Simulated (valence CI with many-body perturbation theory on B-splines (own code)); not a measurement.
Sn43+: one-electron terms

Calculated by valence CI with perturbative core correlation (CI+MBPT): five valence electrons over a frozen Dirac-Fock core [He], radial functions for each j: 9 s, 9 p, 8 d, 6 f, 3 g, 1 h, with the one-electron correlation potential Σ1, the two-electron term Σ2, the three-electron term Σ3, Breit, model QED; selected CI, second order for the rest (own B-spline code, finite nucleus).

The last digits are not significant, and no measured levels were compared; by estimate large intervals hold to a few tenths of a per cent, small ones and those within an open d or f shell to about a per cent. Among the levels kept, up to 1400 cm⁻¹ of a level comes from second order outside the variational space, and about a tenth of that is noise between levels of different J, which matters for small intervals.

These are the spectroscopic orbitals of the CI (the correlating ones are not listed), shaped by the core and the other valence electrons. h is the expectation value of the core's Dirac-Fock operator, without the valence repulsion; Σ1 is computed up to l = 3 at one energy for each symmetry, that of its lowest orbital but kept below the first core excitation, so for empty shells it is not the orbital's own correlation shift; Breit and QED include the response of the core.

| Orbital | h (hartree) | Σ1 (cm⁻¹) | Breit (cm⁻¹) | QED (cm⁻¹) | ⟨r⟩ (bohr) |
| --- | --- | --- | --- | --- | --- |
| 2s1/2 | -305.4 | -1298 | 33584 | 35829 | 0.1202 |
| 3s1/2 | -133.53 | -309 | 9179 | 10133 | 0.2805 |
| 4s1/2 | -74.317 | -119 | 3649 | 4117 | 0.5101 |
| 5s1/2 | -47.239 | -58.7 | 1823 | 2068 | 0.8072 |
| 2p1/2 | -301.35 | -3245 | 66672 | -660 | 0.1010 |
| 3p1/2 | -132.34 | -710 | 17736 | -255 | 0.2636 |
| 4p1/2 | -73.82 | -270 | 7080 | -109 | 0.4953 |
| 5p1/2 | -46.985 | -132 | 3536 | -55.7 | 0.7944 |
| 2p3/2 | -291.36 | -2595 | 26190 | 3111 | 0.1058 |
| 3p3/2 | -129.39 | -569 | 6987 | 801 | 0.2704 |
| 4p3/2 | -72.58 | -217 | 3069 | 321 | 0.5043 |
| 5p3/2 | -46.354 | -106 | 1538 | 161 | 0.8055 |
| 3d3/2 | -128.82 | -253 | 598 | -120 | 0.2306 |
| 4d3/2 | -72.339 | -108 | 326 | -40.0 | 0.4664 |
| 5d3/2 | -46.23 | -55.4 | 170 | -18.4 | 0.7697 |
| 3d5/2 | -127.93 | -234 | 195 | 269 | 0.2328 |
| 4d5/2 | -71.965 | -99 | 106 | 122 | 0.4692 |
| 5d5/2 | -46.038 | -51.0 | 52.3 | 64.2 | 0.7731 |
| 4f5/2 | -71.844 | -20.3 | 3.2 | -41.4 | 0.4056 |
| 5f5/2 | -45.982 | -11.5 | 2.6 | -20.6 | 0.7105 |
| 4f7/2 | -71.664 | -19.7 | 0.9 | 35.5 | 0.4070 |
| 5f7/2 | -45.89 | -11.1 | 0.7 | 19.0 | 0.7122 |
| 5g7/2 | -45.871 |  | 0.0 | -12.9 | 0.6226 |
| 5g9/2 | -45.816 |  | 0.0 | 10.4 | 0.6237 |

Among the shells of the start configuration 2s2 2p3, Σ1 is largest in size for 2p1/2, where it is 0.0049 % of h.

Lowest root of each symmetry, sizes in configuration state functions:

| J | Parity | Roots | Reference | Variational | Second order | Change by selected CI (cm⁻¹) | Change by second order (cm⁻¹) |
| --- | --- | --- | --- | --- | --- | --- | --- |
| 1/2 | even | 13 | 59 | 39999 | 264772 | -36543 | -59 |
| 3/2 | even | 16 | 86 | 39993 | 471973 | -37663 | -362 |
| 5/2 | even | 13 | 79 | 39992 | 647718 | -31070 | -469 |
| 7/2 | even | 5 | 46 | 39998 | 546720 | -37414 | -296 |
| 9/2 | even | 2 | 22 | 38173 | 243625 | -37747 | -22 |
| 1/2 | odd | 13 | 58 | 39989 | 241765 | -31192 | -67 |
| 3/2 | odd | 19 | 87 | 40000 | 516188 | -29852 | -256 |
| 5/2 | odd | 13 | 72 | 39987 | 566994 | -30290 | -488 |
| 7/2 | odd | 6 | 44 | 39999 | 410549 | -36094 | -506 |
| 9/2 | odd | 2 | 17 | 36053 | 294093 | -28986 | -40 |
| 11/2 | odd | 1 | 4 | 29326 | 170339 | -36453 | -20 |
